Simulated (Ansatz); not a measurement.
A structure relaxed at PBE-D4/def2-TZVP in Ansatz, charge 0, triplet:

```xyz
5

Cr    0.000    0.000    0.000
H     0.148    1.482   -0.579
H    -0.048    0.054    1.596
H     1.249   -0.881   -0.466
H    -1.349   -0.655   -0.551
```

Q: Give its formula, name or SMILES and point group.

A: CrH4. Point group Td (tolerance 0.1 Å).

Q: Summarise the bond lengths by kind (pairs closer than 1.2 times the sum of covalent radii, bridged metal pairs left out).

A: 4 × Cr–H 1.60 Å. The metal has 4 neighbours: H 1.60 Å, H 1.60 Å, H 1.60 Å, H 1.60 Å.
